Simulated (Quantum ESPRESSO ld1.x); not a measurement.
Q: Coherent X-ray form factor from a spherical all-electron density. Calculated with ld1.x of Quantum ESPRESSO 7.5: Dirac Kohn-Sham, OLYP, spin-unpolarised, spherical densities, point nucleus.

sin(theta)/lambda (1/angstrom),f0 (electrons)
0.05,33.539
0.1,32.266
0.15,30.462
0.2,28.439
0.25,26.440
0.3,24.595
0.4,21.462
0.5,18.871
0.6,16.577
0.8,12.651
1,9.777
1.25,7.587
1.5,6.393
2,5.067

The species is in the configuration that NIST lists as its ground one. Which atom or ion scatters so?

A: The krypton ion Kr2+, [Ar] 3d10 4s2 4p4. Extrapolating in s^2 from the first two rows gives f0(0) = 34.0, near the electron count 34; among species with that count, the fall with angle is slower the higher Z, and the table is that of Z = 36; from so few rows the species is fixed only to a neighbour or two.
